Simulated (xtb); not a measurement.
xtb input (GFN2-xTB):

```bash
xtb mol.xyz --gfn 2 --ohess tight --chrg 0 --uhf 0
```
mol.xyz:
```
5

Ca    -0.00706887    -0.02336143     0.02899352
O     -0.06547196     0.00252976     2.05256848
O     -0.00152692    -0.03291415    -2.00513411
H     -0.05160193    -0.03449666     2.93968195
H      0.11985545    -0.00607491    -2.96741661
```

End of the output:

```
           -------------------------------------------------
          | TOTAL ENERGY               -9.607832121906 Eh   |
          | TOTAL ENTHALPY             -9.579334332451 Eh   |
          | TOTAL FREE ENERGY          -9.614334621474 Eh   |
          | GRADIENT NORM               0.000320524736 Eh/α |
          | HOMO-LUMO GAP               2.166369589165 eV   |
           -------------------------------------------------

------------------------------------------------------------------------
------------------------------------------------------------------------
 total:
 SCF:
 ANC optimizer:
Note: The following floating-point exceptions are signalling: IEEE_UNDERFLOW_FLAG IEEE_DENORMAL
normal termination of xtb
 analytical hessian:
```
